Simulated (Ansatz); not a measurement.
Job for Ansatz (a quantum-chemistry and plane-wave program): R-CCSD(T)/aug-cc-pVTZ on H3NSe (SMILES N[SeH]). The run froze 15 orbitals, filled d shells among them.

Ansatz 0.2 input:
```yaml
crystal:
  periodic: [false, false, false]
  atoms:
    - {symbol: N, position_ang: [-1.07292101, 0.40476374, 0.50212133]}
    - {symbol: Se, position_ang: [0.39155693, -0.45012421, -0.29184315]}
    - {symbol: H, position_ang: [-1.14490648, 1.36278812, 0.18172996]}
    - {symbol: H, position_ang: [-1.93319109, -0.08622279, 0.29239135]}
    - {symbol: H, position_ang: [-0.03128953, -0.39510186, -1.71329138]}
basis:
  gaussian:
    orbitals: aug-cc-pVTZ
magnetization: {spin_polarized: false}
correlation: {method: ccsd_t, electrons: outside_noble_gas}
scf: {lower_state_search: off}
```

The log:

```
WARN ansatz: RAYON_NUM_THREADS=1 ignored (pool sized by the plan → 1); use --threads N
Functional definition: HF
these checks for a lower state are left out or cut short: stability, starts, cluster_reference, orbital_swaps, neighbouring_geometries, increment
integrals: 0.55 GiB planned
1010 factors; integrals over basis functions are off by at most 8.4e-4 eV
mean field: 0.47 GiB planned
mean field evaluation 1: about -66831.6983 eV, gradient 2.8e1 eV
mean field evaluation 2: about -66831.7392 eV, gradient 2.8e1 eV
mean field evaluation 4: about -66833.4632 eV, gradient 2.6e0 eV
mean field evaluation 8: about -66833.4923 eV, gradient 1.7e-1 eV
mean field -66833.49254967 eV, -2456.0855498321 hartree, gradient 2.8e-6 eV, S^2 0.000000; 0 other end points of the search recorded, 0 dependent functions left out
15 core orbitals not correlated
reference -66833.49254967 eV, -2456.0855498321 hartree; 7, 7 occupied and 152, 152 virtual orbitals, 1010 factors
second order -10.57562292 eV of doubles, -0.00000000 eV of singles
coupled cluster: 1.41 GiB planned
cycle   1  -10.90394671 eV  change   -3.3e-1 eV  update   7.1e-2
cycle   2  -11.18685644 eV  change   -2.8e-1 eV  update   2.2e-2
cycle   3  -11.23614791 eV  change   -4.9e-2 eV  update   9.6e-3
cycle   4  -11.23273701 eV  change    3.4e-3 eV  update   2.4e-3
cycle   5  -11.23279203 eV  change   -5.5e-5 eV  update   1.1e-3
cycle   6  -11.23282503 eV  change   -3.3e-5 eV  update   4.2e-4
cycle   7  -11.23268696 eV  change    1.4e-4 eV  update   2.0e-4
cycle   8  -11.23271914 eV  change   -3.2e-5 eV  update   8.4e-5
cycle   9  -11.23273298 eV  change   -1.4e-5 eV  update   3.1e-5
cycle  10  -11.23272276 eV  change    1.0e-5 eV  update   1.2e-5
perturbative correction -0.47184417 eV, -0.0173399536 hartree
Total energy: -66845.19711660 eV, -2456.5156847332 hartree
Checks for a lower state left out: stability, starts, cluster_reference, orbital_swaps, neighbouring_geometries, increment
```

Self-consistency was reached.

Cost: roughly 19 core-seconds.
